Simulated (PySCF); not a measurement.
# Dipole moment and polarisability of `FCC[C@H]1CC12CC2`

Species: C7H11F.
Cartesian coordinates in Å at the GFN2-xTB level; atoms count from 1:
```
atom  x, y, z in Å
F1     3.7081   -0.6766   -0.1319
C2     2.6636    0.2034   -0.2922
C3     1.3843   -0.3749    0.2990
C4     0.2363    0.5961    0.1476
C5    -0.5095    0.6701   -1.1720
C6    -1.1499    0.0904    0.0294
C7    -2.4288    0.2213    0.7592
C8    -1.8884   -1.1409    0.3811
H9     2.5633    0.3816   -1.3676
H10    2.9554    1.1308    0.2118
H11    1.1465   -1.3116   -0.2086
H12    1.5531   -0.5973    1.3557
H13    0.3811    1.5318    0.6776
H14   -0.8391    1.6375   -1.5227
H15   -0.2031    0.0017   -1.9642
H16   -3.2918    0.5945    0.2267
H17   -2.4029    0.5095    1.8002
H18   -2.3891   -1.6879   -0.4049
H19   -1.4987   -1.7702    1.1683
```

Level: PBE0/def2-SVPD (PySCF), static field, nuclei fixed, core orbitals frozen in the response. The polarisability tensor in these axes (au):

```
x   94.18  1.92 -4.07
y    1.92 74.44 -2.99
z   -4.07 -2.99 73.26
```

**Question.** What are the eigenvalues, a third of the trace, and Δα (Δα² = ½Σ(αi − αj)² over the three pairs)?

**Answer.** Principal values 70.62, 76.03 and 95.23 au; mean 80.63 au = 11.95 Å³ = 13.29 × 10⁻⁴⁰ C²·m²/J; Δα = 22.40 au (28 % of the mean).

**Question.** What is the dipole moment, and where does it point?

**Answer.** (-1.77, 1.04, -0.07) D, 2.06 D in size, pointing from the negative to the positive side. Measured along this direction, the outermost atoms are F1 at the negative end and H16 at the positive end.

**Question.** What are the principal values of the traceless quadrupole moment, Θ = ½Σq(3rr − r²1), about the centre of nuclear charge?

**Answer.** -11.30, 4.96, 6.35 D·Å. The values depend on the origin, since the dipole doesn't vanish. The electronic extent ⟨r²⟩ about the same centre is 1342 bohr², a root-mean-square distance of 2.46 Å for the 62 electrons.

**Question.** Find the Langevin capture rate constant for NH4+ (18.034 u) meeting this molecule (114.084 u), k = 2.342 × 10⁻⁹ cm³/s × √(α in Å³ / reduced mass in u).

**Answer.** The reduced mass is 15.57 u, so k = 2.05 × 10⁻⁹ cm³/s. The formula leaves out the permanent dipole, which adds to the capture rate.

**Question.** Form Σ f/ω² (atomic units) for the 6 lowest TDDFT singlets, given as eV and f, and set it beside the mean polarisability, which is this sum over all singlets: 7.60, 0.0107; 7.86, 0.0116; 7.91, 0.0305; 8.02, 0.0061; 8.05, 0.0196; 8.13, 0.0005.

**Answer.** They add up to 0.94 au, 1.2 % of the 80.63 au; the largest single term is 0.36 au, from the state at 7.91 eV. Terms in order: 0.14, 0.14, 0.36, 0.07, 0.22, 0.01 au. Higher excitations give the rest. The strengths listed sum to 0.079.

**Question.** What would n − 1 = 2πNα be for an ideal gas of these molecules at 400 K and 1 atm, electronic part alone?

**Answer.** N = p/kT = 1.8347 × 10¹⁹ cm⁻³, so n − 1 = 2π × N × 11.95 × 10⁻²⁴ cm³ = 1377 × 10⁻⁶ at long wavelengths.

**Question.** Directions of the eigenvectors, and the extent of the frame along each?

**Answer.** Largest value along (0.97, 0.12, -0.20), where the nuclei span 6.73 Å; middle along (-0.21, 0.80, -0.56), 4.10 Å; least along (0.09, 0.59, 0.81), 3.13 Å. The response follows the extents in order.

The structure is a single GFN2-xTB conformer in the gas phase; no vibrational or solvent corrections.
